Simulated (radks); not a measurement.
Results of a calculation; reference values are marked as such.
Excited configurations of F+: one electron is placed in a higher orbital outside [He] 2s2 2p3. The ground configuration is [He] 2s2 2p4. Code: a radial shooting solver on a logarithmic mesh with Libxc functionals. Model: non-relativistic Kohn-Sham, r2SCAN, spin-polarised, spherical densities, point nucleus; open shells are filled with parallel spins first; meta-GGA in the generalised Kohn-Sham scheme. Excitation = E - E(ground); binding = E(ion) - E, where the ion is the core of charge +2; n* = 2/sqrt(2 binding) in atomic units, and the quantum defect is n - n*.

| outer orbital | excitation (eV) | binding (eV) | n* | quantum defect | eigenvalue (eV) | <r> (bohr) |
|---|---|---|---|---|---|---|
| 4d | 30.465 | 3.597 | 3.890 | 0.110 | -2.755 | 9.892 |
| 4f | 30.695 | 3.367 | 4.021 | -0.021 | -2.425 | 9.131 |
| 5f | 31.834 | 2.228 | 4.942 | 0.058 | -1.714 | 15.74 |
| 6p | 32.094 | 1.968 | 5.258 | 0.742 | -1.599 | 20.91 |
| 7d | 32.853 | 1.209 | 6.711 | 0.289 | -0.984 | 33.51 |

The Delta-SCF ionisation energy is 34.062 eV (NIST Atomic Spectra Database: 34.971 eV, measured). Self-interaction in the functional shifts the binding energies and quantum defects, so they are the method's values and not measured ones. Open shells are spherical and high-spin; term and fine-structure splittings are not resolved.
